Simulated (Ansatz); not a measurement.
Z-matrix (Å, degrees):
```
C
B 1 1.565
H 1 1.097 2 109.1
H 1 1.093 2 115.6 3 -122.0
H 1 1.095 2 110.0 3 114.9
O 2 1.356 1 123.7 3 118.0
H 2 1.203 1 120.5 3 -61.4
Si 6 1.659 2 133.9 1 0.6
Si 8 2.344 6 111.1 2 -72.5
H 8 1.490 6 110.3 2 49.9
H 8 1.485 6 106.4 2 167.1
H 9 1.488 8 110.6 6 -57.8
H 9 1.489 8 109.4 6 -177.7
H 9 1.488 8 110.5 6 62.6
```

Charge 0, multiplicity 1.

**Question.** List the r2SCAN/def2-TZVPP orbital energies in eV (the Gaussian-basis code of Ansatz). (An estimate is asked.)

**Answer.** Computed: Occupied: -1791.70, -1790.94, -516.18, -272.42, -180.92, -142.08, -141.46, -96.97, -96.92, -96.91, -96.31, -96.31, -96.31, -26.68, -18.26, -15.18, -13.84, -11.87, -11.21, -10.56, -10.39, -9.69, -9.34, -9.13, -8.98, -8.53, -7.41, -7.00. Lowest empty: -0.93, -0.85, -0.28, 0.37, 0.71, 1.00, 1.61, 1.85.
